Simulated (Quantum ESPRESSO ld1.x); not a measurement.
Values are calculated unless marked as measured or tabulated.
Species: Ca+. Configuration: [Ar] 3d0.5 4p0.5 (fractional occupations, a model configuration).

Level of theory: non-relativistic Kohn-Sham, LDA (Slater exchange, VWN5 correlation), spin-polarised, spherical densities, point nucleus; open shells are filled with parallel spins first (ld1.x of Quantum ESPRESSO 7.5).

Energy parts (hartree):
part                      energy
total                  -675.4423
kinetic                 674.3704
electron-nucleus      -1597.1847
Hartree                 281.4336
exchange-correlation    -34.0617

Orbitals (lengths in bohr, moments of r in powers of bohr; r(max) is where P^2 peaks; r(90%) holds 90 % of the orbital's charge):
orbital  occ.  eigenvalue (hartree)   r(max)  r(90%)      <r>
1s up       1              -144.137  0.05092   0.138  0.07754
1s down     1              -144.137  0.05092   0.138  0.07754
2s up       1              -15.2349   0.3029   0.573   0.3680
2s down     1              -15.2315   0.3029   0.573   0.3679
2p up       3              -12.4745   0.2473   0.543   0.3292
2p down     3              -12.4716   0.2473   0.543   0.3291
3s up       1              -1.90770    1.000    1.76    1.169
3s down     1              -1.89506    1.000    1.76    1.168
3p up       3              -1.23474    1.051    1.99    1.282
3p down     3              -1.22153    1.051    1.98    1.280
3d up     0.5              -0.28804    1.290    3.72    2.099
3d down     0              -0.27008    1.280    3.66    2.065
4p up     0.5              -0.22259    3.927    6.65    4.503
4p down     0              -0.20094    4.003    6.93    4.655

The highest occupied level is 4p up at -6.057 eV. The configuration is held as typed, so some empty levels lie below it. Spin moment in Bohr magnetons: 1. The density falls to 0.001 e/bohr^3 at r = 3.89 bohr. Summed over all electrons, <r^2> = 30.37 bohr^2, which gives a Langevin (diamagnetic) susceptibility term of -24.1 x 10^-6 cm^3/mol.
